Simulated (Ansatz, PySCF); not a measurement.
C5H5BO (SMILES C#CB(C#C)OC), singlet, at a GFN2-xTB geometry. Base run: PySCF with CASSCF(4,3)/STO-3G.

Here is a job for PySCF.
```python
from pyscf import gto, scf, mcscf
import numpy

mol = gto.Mole()
mol.atom = '''
    B    -0.153199   -0.108248    0.079549
    C    -1.027079   -0.598999    1.230688
    C    -1.695363   -0.965211    2.160978
    H    -2.284209   -1.289861    2.969849
    C     0.986366    0.863760    0.405896
    C     1.884074    1.626891    0.648773
    H     2.664681    2.293890    0.878758
    O    -0.430612   -0.553578   -1.148523
    C     0.268789   -0.204445   -2.309975
    H     0.670735   -1.114682   -2.762805
    H    -0.429266    0.258726   -3.012355
    H     1.088235    0.489813   -2.101165
'''
mol.basis = 'sto-3g'
mol.charge = 0
mol.spin = 0
mol.verbose = 4
mol.build()

mf = scf.RHF(mol)
mf.kernel()
mc = mcscf.CASSCF(mf, 3, 4)
mc.fix_spin_(ss=0.0)
mc.kernel()
occ = numpy.linalg.eigvalsh(mc.fcisolver.make_rdm1(mc.ci, mc.ncas, mc.nelecas))[::-1]
ss = mc.fcisolver.spin_square(mc.ci, mc.ncas, mc.nelecas)[0]
print('natural occupations', occ.round(4), ' <S^2>', round(ss, 4))
```

Programs used: Ansatz (a first-principles code), PySCF; a row that names a program was run with it.

The base run was repeated with changes; each row names its change, and settings that it needs were set with it.

```tsv
change	ΔE vs base (mEh)	natural occupations	<S^2> of the state	outcome
base	0.000	2.00 1.93 0.08	0.00	converged
code = ansatz	-0.478	-	-	converged
state_average = 2 states	10.359	-	-	converged
active space = 8 electrons, 6 orbitals	-57.602	2.00 2.00 1.93 1.93 0.08 0.08	0.00	converged
active space = 2 electrons, 3 orbitals	0.315	1.93 0.07 0.00	0.00	converged
orbitals = fixed (CASCI); correction = SC-NEVPT2	-387.5	2.00 2.00 0.00	0.00	converged
conv_tol = 1e-5	0.000	2.00 1.93 0.08	0.00	converged
orbitals = fixed (CASCI)	29.830	2.00 2.00 0.00	0.00	converged
active space = 6 electrons, 6 orbitals	-86.624	1.93 1.92 1.92 0.08 0.08 0.07	0.00	converged
code = ansatz; correction = SC-NEVPT2, all electrons	-390.0	-	-	converged
solver = newton	-	-	-	not converged
```

Active orbitals are taken around the Fermi level unless the row says otherwise; CASSCF can end in different local minima, and two programs can end on different orbitals. State-averaged rows give the lowest state.
